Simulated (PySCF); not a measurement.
B3LYP has the VWN-RPA correlation part, as in Gaussian. Delta-SCF ions had no search for a lower state. Excitations are Tamm–Dancoff values on a coarser integration grid. The basis has no diffuse functions, so Rydberg states are missing or too high.

Cartesian coordinates (Å):
```xyz
18

F      3.4927     0.7839     0.6008
C      2.8937    -0.1799    -0.1180
F      3.3480    -1.3634     0.3264
F      3.3166    -0.0461    -1.3887
C      1.3901    -0.0899    -0.0296
C      0.6145    -1.2455    -0.1678
C     -0.7763    -1.1554    -0.1391
C     -1.3901     0.0899     0.0296
C     -2.8937     0.1799     0.1180
F     -3.4927    -0.7839    -0.6008
F     -3.3166     0.0461     1.3887
F     -3.3480     1.3634    -0.3264
C     -0.6145     1.2454     0.1678
C      0.7763     1.1554     0.1391
H      1.0997    -2.2143    -0.2938
H     -1.3872    -2.0521    -0.2515
H     -1.0997     2.2143     0.2938
H      1.3872     2.0521     0.2515
```
Charge 0, spin multiplicity 1.

### Question
What is the computed LUMO, hole reorganisation energy (four-point), dipole moment, vertical ionisation energy (Delta-SCF), HOMO, S1 oscillator strength, adiabatic ionisation energy (no zero-point term) and T1 excitation (TDA) (B3LYP-D3(BJ)/def2-SVP (PySCF))?

### Answer

```
Item                                                 Value
------------------------------------------------  --------
LUMO                                              -1.72 eV
hole reorganisation energy (four-point)           0.509 eV
dipole moment                                       0.00 D
vertical ionisation energy (Delta-SCF)            10.15 eV
HOMO                                              -7.99 eV
S1 oscillator strength                               0.008
adiabatic ionisation energy (no zero-point term)   9.89 eV
T1 excitation (TDA)                                4.04 eV
```
